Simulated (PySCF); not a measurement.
CrCl: frontier orbitals

PBE0 at R = 2.206 Å; basis Cr def2-TZVPP, Cl def2-TZVPP; no relativity; PySCF 2.14. State: ⁶Π (sextet), unpaired electrons σ ↑↑, π ↑, δ ↑↑, a second solution, started from another occupation. Only the outer orbitals are listed, counted within each symmetry.

| spin | orbital | occ. | ε (eV) | on Cr (%) | main shells (%) |
| --- | --- | --- | --- | --- | --- |
| α | 10σ | 1 | -11.20 | 49 | 48 Cl p, 46 Cr d |
| α | 4π | 1 | -10.07 | 61 | 61 Cr d, 38 Cl p |
| α | 1δ | 1 | -9.49 | 92 | 90 Cr d, 8 Cl p |
| α | 1δ | 1 | -9.43 | 100 | 100 Cr d |
| α | 4π | 1 | -9.20 | 17 | 83 Cl p, 14 Cr d |
| α | 11σ | 1 | -8.43 | 75 | 58 Cr d, 25 Cl p, 16 Cr s |
| α | 5π | 1 | -8.20 | 42 | 58 Cl p, 40 Cr d |
| α | 12σ | 1 | -5.29 | 92 | 69 Cr s, 21 Cr p |
| α | 5π | 0 | -4.60 | 87 | 85 Cr d, 12 Cl p |
| α | 6π | 0 | -0.91 | 97 | 93 Cr p |
| α | 6π | 0 | -0.82 | 98 | 94 Cr p |
| β | 10σ | 1 | -10.05 | 13 | 85 Cl p |
| β | 4π | 1 | -9.27 | 7 | 93 Cl p |
| β | 4π | 1 | -9.03 | 6 | 94 Cl p |
| β | 11σ | 0 | -2.21 | 100 | 72 Cr s, 28 Cr d |
| β | 5π | 0 | -2.10 | 95 | 94 Cr d |
| β | 1δ | 0 | -1.09 | 99 | 90 Cr d |

Task: Which are the highest filled and the lowest empty level, where do they sit, and how wide is the gap?

Result: Highest filled α 12σ at -5.29 eV (in %: 69 Cr s, 21 Cr p); lowest empty α 5π at -4.60 eV (in %: 85 Cr d, 12 Cl p); the gap at PBE0 is 0.69 eV.

The bond order (Mayer) is 1.10 and the ⟨S²⟩ is 8.781. The charge on Cr (Mulliken, basis-dependent) is 0.38. The charge on Cr (Löwdin, basis-dependent) is -0.09 and the dipole moment (positive dipole means Cr(−)Cl(+)) is -1.75 D.
